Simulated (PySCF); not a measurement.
A PySCF script (with the pyscf-properties extension) for the NMR shieldings of SMILES F[SiH2]N([SiH3])[SiH]1CC=CC1, C4H12FNSi3, on a GFN2-xTB geometry:

```python
import basis_set_exchange as bse
import numpy as np
from pyscf import gto, dft
from pyscf.prop import nmr

atoms = """
F    -1.633867    2.618182    0.521817
Si   -2.395780    1.299896    0.006937
N    -1.356718   -0.041804    0.329493
Si   -1.951934   -1.671163    0.137304
Si    0.309998    0.297255    0.754811
C     1.227465    1.394475   -0.500995
C     2.403504    0.562379   -0.913772
C     2.525305   -0.661478   -0.429621
C     1.484155   -1.180096    0.514853
H    -3.605968    1.229372    0.806560
H    -2.597715    1.524909   -1.417464
H    -1.450924   -2.462296    1.261050
H    -1.500606   -2.226191   -1.143110
H    -3.412423   -1.595573    0.154812
H     0.326017    0.821451    2.129030
H     1.568960    2.337561   -0.075048
H     0.624547    1.658171   -1.372132
H     3.120755    0.988048   -1.602010
H     3.350168   -1.308680   -0.695915
H     1.001862   -2.061712    0.090077
H     1.954280   -1.505763    1.442853
"""
names = dict.fromkeys(["F", "Si", "N", "C", "H"], "pcSseg-1")
basis = {el: gto.basis.parse(bse.get_basis(n, elements=[el], fmt="nwchem")) for el, n in names.items()}
mol = gto.M(atom=atoms, basis=basis, charge=0, verbose=0)
mf = dft.RKS(mol, xc="PBE0")
mf.grids.level = 2
mf.grids.alignment = dft.numint.BLKSIZE   # the property module wants whole blocks of grid points
mf.conv_tol = 1e-9
mf.kernel()

calc = nmr.RKS(mf)   # GIAO
C = mf.mo_coeff
Co = C[:, mf.mo_occ > 0]
resp = mf.gen_response(singlet=True, hermi=2)
def vind(x):   # induced exchange potential for any number of trial vectors
    d = np.einsum("pi,xij,qj->xpq", C, 2 * x.reshape(-1, C.shape[1], Co.shape[1]), Co, optimize=True)
    return np.einsum("xpq,pi,qj->xij", resp(d - d.transpose(0, 2, 1)), C, Co, optimize=True).ravel()
mo1, _ = nmr.rhf.solve_mo1(calc, with_cphf=vind)
sigma = calc.kernel(mo1)
for i, s in enumerate(sigma):   # ppm
    print("%2d %-2s %9.2f" % (i, mol.atom_pure_symbol(i), np.trace(s) / 3))
```

Q: What does it print?

A: 
```
 0 F     361.71
 1 Si    361.77
 2 N     252.45
 3 Si    414.80
 4 Si    344.92
 5 C     162.88
 6 C      47.70
 7 C      49.86
 8 C     167.76
 9 H      26.50
10 H      26.49
11 H      27.01
12 H      27.03
13 H      27.15
14 H      26.26
15 H      29.81
16 H      29.99
17 H      25.52
18 H      25.59
19 H      29.77
20 H      29.93
```

These numbers come from an equivalent density-fitted implementation of the same equations, which agrees with the script to about 0.01 ppm for H and up to a few tenths of a ppm for heavy atoms, so last digits may differ.

Size and cost of the density-fitted run: 234 basis functions, 98 s wall time on 1 thread of an Arm Neoverse N1, shared host; peak memory 1.1 GiB.
